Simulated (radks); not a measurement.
Spherical jellium clusters: N electrons in a uniform positive sphere of charge N and radius rs N^(1/3), rs = 2.51 bohr. Level of theory: non-relativistic Kohn-Sham, LDA (Slater exchange, Perdew-Wang correlation), spin-polarised, spherical densities (a radial shooting solver with Libxc functionals). Levels are named by radial order and angular momentum (1s, 1p, 1d, 2s, ...), and open shells are averaged over m. Each electron was tried in the lowest free levels, single moves between levels near the top were tried too, and the lowest total energy was kept; such a search can miss a lower state. Energies include the self-energy of the background; IP and EA are vertical (highest electron removed, lowest free level filled), at fixed background; spill-out counts the electrons outside the background radius R, and alpha is the static dipole polarisability from linear response (closed shells only). A dash means not computed or, for alpha, an open shell; in EA it means that no bound solution was reached, which is typical of self-interaction and does not show that the anion is unstable. Real open-shell clusters deform, which this model forbids.

\begin{tabular}{lrrrrrrrr}
N & open shells & 2S & E/N (eV) & E(N+1) + E(N-1) - 2E(N) (eV) & IP (eV) & EA (eV) & -e(HOMO) (eV) & spill-out (e) \\ \hline
1 & 1s(up 1, down 0) & 1 & -0.416 & - & - & - & 3.927 & 0.55 \\
2 & none & 0 & -1.196 & 2.249 & 7.432 & - & 4.538 & 0.78 \\
3 & 1p(up 1, down 0) & 1 & -0.707 & -0.965 & 4.582 & - & 2.386 & 1.19 \\
4 & 1p(up 2, down 0) & 2 & -0.703 & -0.864 & 5.632 & - & 3.293 & 1.45 \\
5 & 1p(up 3, down 0) & 3 & -0.873 & 0.338 & 6.286 & - & 3.926 & 1.63 \\
6 & 1p(up 3, down 1) & 2 & -0.931 & -0.710 & 5.717 & - & 3.585 & 1.82 \\
7 & 1p(up 3, down 2) & 1 & -1.073 & -0.543 & 6.296 & 2.126 & 4.134 & 1.97 \\
8 & none & 0 & -1.248 & 2.639 & 6.694 & - & 4.541 & 2.09 \\
9 & 1d(up 1, down 0) & 1 & -1.091 & -0.455 & 3.920 & - & 2.080 & 2.35 \\
10 & 1d(up 2, down 0) & 2 & -1.010 & -0.428 & 4.433 & - & 2.578 & 2.56 \\
11 & 1d(up 3, down 0) & 3 & -0.984 & -0.390 & 4.843 & - & 2.985 & 2.73 \\
12 & 1d(up 4, down 0) & 4 & -0.994 & -0.349 & 5.180 & - & 3.326 & 2.88 \\
13 & 1d(up 5, down 0) & 5 & -1.029 & 0.364 & 5.461 & - & 3.617 & 3.01 \\
14 & 1d(up 5, down 0) 2s(up 1, down 0) & 6 & -1.033 & -0.103 & 5.023 & - & 3.333 & 3.30 \\
15 & 1d(up 5, down 2) & 3 & -1.044 & -0.440 & 5.213 & 1.800 & 3.466 & 3.28 \\
16 & 1d(up 5, down 3) & 2 & -1.081 & -0.278 & 5.477 & 2.071 & 3.736 & 3.39 \\
17 & 1d(up 5, down 4) & 1 & -1.129 & -0.248 & 5.701 & 2.309 & 3.970 & 3.50 \\
18 & none & 0 & -1.187 & 0.249 & 5.895 & 2.156 & 4.175 & 3.59 \\
19 & 2s(up 1, down 0) & 1 & -1.225 & 0.216 & 5.593 & 2.066 & 3.938 & 3.81 \\
20 & none & 0 & -1.248 & 1.559 & 5.405 & - & 3.806 & 4.05 \\
21 & 1f(up 1, down 0) & 1 & -1.195 & -0.248 & 3.901 & - & 2.336 & 4.20 \\
22 & 1f(up 2, down 0) & 2 & -1.158 & -0.234 & 4.140 & - & 2.580 & 4.33 \\
23 & 1f(up 3, down 0) & 3 & -1.134 & -0.219 & 4.353 & - & 2.799 & 4.45 \\
24 & 1f(up 4, down 0) & 4 & -1.122 & -0.205 & 4.545 & 1.503 & 2.997 & 4.56 \\
25 & 1f(up 5, down 0) & 5 & -1.119 & -0.192 & 4.718 & 1.687 & 3.178 & 4.66 \\
26 & 1f(up 6, down 0) & 6 & -1.123 & -0.180 & 4.875 & 1.857 & 3.343 & 4.76 \\
27 & 1f(up 7, down 0) & 7 & -1.134 & 0.462 & 5.019 & - & 3.495 & 4.84 \\
28 & 1f(up 7, down 1) & 6 & -1.127 & -0.192 & 4.521 & 1.602 & 3.040 & 4.94 \\
29 & 1f(up 7, down 2) & 5 & -1.128 & -0.179 & 4.692 & 1.782 & 3.217 & 5.04 \\
30 & 1f(up 7, down 3) & 4 & -1.134 & -0.167 & 4.847 & 1.948 & 3.378 & 5.13 \\
31 & 1f(up 7, down 4) & 3 & -1.146 & - & 4.988 & 2.101 & 3.526 & 5.21 \\
\end{tabular}

All shells are closed at N = 2, 8, 18, 20 (there: 1s2 1p6 1d10 2s2); the second difference of the energy has clear peaks (12 % above both neighbours; the first and last values, which can be the largest, are not judged, and half-filled shells can peak too) at N = 5, 8, 13, 18, 20, 27.
